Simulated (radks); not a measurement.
Excited configurations of As: one electron is placed in a higher orbital outside [Ar] 3d10 4s2 4p2. The ground configuration is [Ar] 3d10 4s2 4p3. Calculated with a radial shooting solver on a logarithmic mesh with Libxc functionals: Dirac Kohn-Sham, PBEsol, spin-unpolarised, spherical densities, point nucleus; open shells are shared between the two j in proportion to 2j + 1. Excitation = E - E(ground); binding = E(ion) - E, where the ion is the core of charge +1; n* = 1/sqrt(2 binding) in atomic units, and the quantum defect is n - n*. Eigenvalue and <r> are those of j = l + 1/2.

outer orbital  excitation (eV)  binding (eV)     n*  <r> (bohr)
4d                       7.373         1.788  2.758       8.485
5s                       5.741         3.421  1.994       6.211
5p                       6.884         2.277  2.444       8.458
5d                       8.000         1.161  3.423       15.94
5f                       8.540         0.621  4.680       29.65
6s                       7.522         1.639  2.881       13.22
6p                       7.923         1.238  3.315       16.78
6d                       8.409         0.753  4.252       26.68
6f                       8.713         0.449  5.507       44.42
7s                       8.199         0.962  3.760       22.84
7p                       8.380         0.782  4.172       27.52
7d                       8.638         0.523  5.101       40.26

The Delta-SCF ionisation energy is 9.161 eV (NIST Atomic Spectra Database: 9.789 eV, measured). Self-interaction in the functional shifts the binding energies and quantum defects, so they are the method's values and not measured ones. Spin polarisation and multiplet splitting are left out, so open shells lie too high by an amount that depends on their filling. Sharing an open shell by 2j + 1 raises it above the true ground level by a part of the spin-orbit splitting, which enters the differences from NIST.

Beside tabulated values, note that spin-unpolarised runs miss the spin-polarisation part of the exchange energy of open shells.
